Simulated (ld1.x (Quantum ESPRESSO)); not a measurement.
Varying the TM semilocal potential for Er

Base potential:

```json
{
  "Element": "Er (Z = 68)",
  "Generator": "ld1.x (Quantum ESPRESSO) 7.5",
  "Type": "norm-conserving Troullier–Martins (semilocal form)",
  "Functional": "LDA (PZ)",
  "Relativity": "scalar-relativistic",
  "Frozen core": "[Kr] 4d10",
  "Valence charge": "22",
  "Reference configuration": "4f12 5s2 5p6 5d0 6s1.75 6p0 (charge +0.25)",
  "Partial waves": "5s (bound): rc 1.40 bohr; 5p (bound): rc 2.00 bohr; 4f (bound): rc 1.05 bohr; 5d (bound, empty): rc 2.65 bohr",
  "Local potential": "the d channel",
  "Core correction": "a·sin(br)/r model core, default radius (core density twice the valence density)"
}
```

Occupied shells without a wave of their own: 6s. They enter only through the test configuration that unscreens the potential, and ld1.x also counts them in the model core charge.

All-electron outer shells of the reference configuration (LDA (PZ), scalar-relativistic, ld1.x):

```tsv
shell	level (eV)	outermost node (bohr)	outermost maximum (bohr)
4p	-315.47	0.27	0.49
4d	-166.74	0.25	0.51
5s	-53.58	0.60	1.11
5p	-28.08	0.65	1.28
6s	-5.26	1.51	3.26
4f	-4.90	–	0.51
5d	-2.43	0.73	2.08
6p	-2.22	1.86	4.51
```

Cutoffs, loose and tight: the cutoffs (Ry, on a coarse ladder) from which the occupation-weighted sum of valence levels, in a spherical-Bessel basis at the reference potential, stays within 10 and 1 mRy of its value at 400 Ry. They do not see the model core or the augmentation charge, which bear on the density cutoff. Test errors are all-electron minus pseudo excitation energies from the reference, over the configurations 4f12 5s2 5p6 5d0 6s2 6p0; 4f12 5s2 5p6 5d0 6s1 6p0; 4f12 5s2 5p6 5d0 6s0 6p0; 4f11 5s2 5p6 5d1 6s2 6p0; 4f12 5s2 5p6 5d0 6s0 6p2; 4f12 5s2 5p5 5d0 6s2 6p0; 4f11 5s2 5p6 5d0 6s0 6p0 (two spin-polarised tests are not counted in the largest error). A dash means not determined; rows that change the core or the reference have their own tests. The largest error is taken over the tests solved by every variant that gives reliable tests at all: 4f11 5s2 5p6 5d0 6s0 6p0; 4f11 5s2 5p6 5d1 6s2 6p0; 4f12 5s2 5p5 5d0 6s2 6p0; 4f12 5s2 5p6 5d0 6s1 6p0.

With those shells counted twice in exchange and correlation these files are broken, and their errors move erratically; no question is asked of them.

Cutoffs are not given where the Bessel-basis levels miss the radial ones by over 6 mRy, ghosts where they miss by over 20 mRy; a channel whose overlap is not positive is not tested.

A semilocal file is local in each channel, so a ghost entry of none says nothing of the separable form that plane-wave codes build from it.

```csv
change,outcome,"cutoff, loose","cutoff, tight",bound ghosts,largest test error (meV)
base,generated,–,–,none,-1020
wave 4f (bound): rc 1.05 bohr becomes 4f (bound): rc 0.68 bohr,generated,–,–,not determined,-994
wave 4f (bound): rc 1.05 bohr becomes 4f (bound): rc 0.80 bohr,generated,–,–,not determined,-1010
wave 4f (bound): rc 1.05 bohr becomes 4f (bound): rc 0.94 bohr,generated,–,–,not determined,-1010
wave 4f (bound): rc 1.05 bohr becomes 4f (bound): rc 1.02 bohr,generated,–,–,none,-1019
wave 4f (bound): rc 1.05 bohr becomes 4f (bound): rc 1.14 bohr,generated,–,–,none,-1023
wave 4f (bound): rc 1.05 bohr becomes 4f (bound): rc 1.20 bohr,generated,300 Ry,over 300 Ry,none,-1025
wave 4f (bound): rc 1.05 bohr becomes 4f (bound): rc 1.32 bohr,generated,260 Ry,over 300 Ry,none,-1021
wave 4f (bound): rc 1.05 bohr becomes 4f (bound): rc 1.44 bohr,generated,230 Ry,over 300 Ry,none,-1012
wave 4f (bound): rc 1.05 bohr becomes 4f (bound): rc 1.60 bohr,generated,180 Ry,260 Ry,none,-979
```

Reading the sweep of the f radius (base included, trends over the rows without a ghost): The loose cutoff falls from 300 Ry at 1.2 to 180 Ry at 1.6 bohr. A larger radius leaves more room for a smooth pseudo-wave, so fewer plane waves are needed; a smaller one forces it to follow the all-electron wave where it bends sharply. The median size of the test errors (rows with all tests solved) stays near 140.0 meV.
